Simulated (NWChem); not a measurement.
Everything below was run with NWChem. System: H3GaS, charge 1, spin multiplicity 2, at the geometry of a parent with another charge or spin, in a state set for the comparison that need not be this species' ground state. Its SCF solution wasn't tested for a lower state.

Input file:

```
start mol
memory heap 200 mb stack 900 mb global 1100 mb
charge 1
geometry units angstroms nocenter noautoz noautosym
  Ga     0.488030     0.542538     0.000000
  H     -0.088156     2.002667     0.000000
  H      1.999277     0.110561     0.000000
  S     -1.055073    -1.053258     0.000000
  H     -0.158864    -2.079790     0.000000
end
basis spherical
  * library sto-3g
end
scf
  uhf
  nopen 1
  maxiter 100
  thresh 1e-7
  semidirect memsize 60000000 filesize 0
end
mp2
  freeze core 14
end
task mp2 energy
```

The output up to the point where the run's verdict is printed (cleaned and shortened):

```
             Northwest Computational Chemistry Package (NWChem) 7.3.0
             --------------------------------------------------------

                                NWChem Input Module
                                -------------------

 Scaling coordinates for geometry "geometry" by  1.889725989
 (inverse scale =  0.529177249)

                             Geometry "geometry" -> ""
                             -------------------------

 Output coordinates in angstroms (scale by  1.889725989 to convert to a.u.)

  No.       Tag          Charge          X              Y              Z
 ---- ---------------- ---------- -------------- -------------- --------------
    1 Ga                  31.0000     0.48803000     0.54253800     0.00000000
    2 H                    1.0000    -0.08815600     2.00266700     0.00000000
    3 H                    1.0000     1.99927700     0.11056100     0.00000000
    4 S                   16.0000    -1.05507300    -1.05325800     0.00000000
    5 H                    1.0000    -0.15886400    -2.07979000     0.00000000

 Effective nuclear repulsion energy (a.u.)     157.1345975834

            Nuclear Dipole moment (a.u.)
            ----------------------------
        X                 Y               Z
 ---------------- ---------------- ----------------
     0.0000359048    -0.0000226767     0.0000000000


 Summary of "ao basis" -> "" (spherical)
 ------------------------------------------------------------------------------
       Tag                 Description            Shells   Functions and Types
 ---------------- ------------------------------  ------  ---------------------
 *                           sto-3g                   on all atoms

 Summary of "ao basis" -> "ao basis" (spherical)
 ------------------------------------------------------------------------------
       Tag                 Description            Shells   Functions and Types
 ---------------- ------------------------------  ------  ---------------------
 Ga                          sto-3g                  8       18   4s3p1d
 H                           sto-3g                  1        1   1s
[...]
                53    -2295.7077631838  2.90D-02  8.53D-03      0.6
                54    -2295.7082877997  2.52D-02  7.60D-03      0.6
                55    -2295.7085027186  1.80D-02  6.56D-03      0.6
                56    -2295.7086219662  1.26D-02  3.87D-03      0.6
                57    -2295.7086675999  8.09D-03  2.84D-03      0.6
                58    -2295.7086880802  4.10D-03  1.14D-03      0.6
                59    -2295.7086915510  1.78D-03  5.28D-04      0.6
                60    -2295.7086929865  1.85D-03  5.28D-04      0.6
                61    -2295.7086948414  1.57D-03  5.21D-04      0.6
                62    -2295.7086954831  1.24D-03  3.72D-04      0.6
                63    -2295.7086959386  9.08D-04  3.96D-04      0.6
                64    -2295.7086963503  1.10D-03  3.45D-04      0.6
                65    -2295.7086971623  1.81D-03  6.87D-04      0.6
                66    -2295.7086987299  2.23D-03  7.27D-04      0.7
                67    -2295.7087005562  2.51D-03  8.86D-04      0.7
                68    -2295.7087040424  6.41D-03  2.86D-03      0.7
                69    -2295.7087083621  5.45D-03  2.41D-03      0.7
                70    -2295.7087108068  2.05D-03  9.09D-04      0.7
                71    -2295.7087138238  6.96D-03  3.18D-03      0.7
                72    -2295.7087165685  4.20D-03  1.91D-03      0.7
                73    -2295.7087175187  9.10D-04  3.87D-04      0.7
                74    -2295.7087178757  1.55D-03  6.72D-04      0.7
                75    -2295.7087181483  1.06D-03  4.76D-04      0.7
                76    -2295.7087182607  5.66D-04  2.28D-04      0.7
                77    -2295.7087183200  3.29D-04  9.12D-05      0.7
                78    -2295.7087183551  3.14D-04  1.30D-04      0.7
                79    -2295.7087183651  2.27D-04  9.25D-05      0.7
                80    -2295.7087183762  1.77D-04  5.27D-05      0.7
                81    -2295.7087183844  1.70D-04  5.75D-05      0.7
                82    -2295.7087183936  2.42D-04  9.89D-05      0.7
                83    -2295.7087184114  2.35D-04  9.54D-05      0.7
                84    -2295.7087184315  2.19D-04  7.16D-05      0.8
                85    -2295.7087184696  4.32D-04  1.72D-04      0.8
                86    -2295.7087185723  6.25D-04  3.06D-04      0.8
                87    -2295.7087186360  3.91D-04  1.74D-04      0.8
                88    -2295.7087186772  2.90D-04  1.24D-04      0.8
                89    -2295.7087187325  4.79D-04  2.44D-04      0.8
                90    -2295.7087187585  3.02D-04  1.62D-04      0.8
                91    -2295.7087187686  1.26D-04  4.87D-05      0.8
                92    -2295.7087187730  1.30D-04  6.81D-05      0.8
                93    -2295.7087187749  9.94D-05  5.59D-05      0.8
                94    -2295.7087187763  9.66D-05  5.35D-05      0.8
                95    -2295.7087187769  3.13D-05  1.14D-05      0.8
                96    -2295.7087187771  3.78D-05  2.09D-05      0.8
                97    -2295.7087187773  4.63D-05  2.55D-05      0.8
                98    -2295.7087187774  2.84D-05  1.33D-05      0.8
                99    -2295.7087187775  3.37D-05  1.69D-05      0.8
               100    -2295.7087187778  5.27D-05  2.78D-05      0.8
               101    -2295.7087187781  5.35D-05  2.55D-05      0.8
               102    -2295.7087187786  4.37D-05  1.43D-05      0.9
               103    -2295.7087187796  1.09D-04  5.25D-05      0.9
               104    -2295.7087187810  1.02D-04  5.12D-05      0.9
               105    -2295.7087187820  7.98D-05  4.07D-05      0.9
               106    -2295.7087187826  4.01D-05  1.64D-05      0.9
               107    -2295.7087187830  6.52D-05  3.46D-05      0.9
               108    -2295.7087187834  5.83D-05  3.29D-05      0.9
               109    -2295.7087187836  1.28D-05  5.61D-06      0.9
               110    -2295.7087187836  2.53D-05  1.42D-05      0.9
```

The run did not converge; its last values are not results. The next line reads: Calculation failed to converge. NWChem stopped with the message: mp2 energy failed.
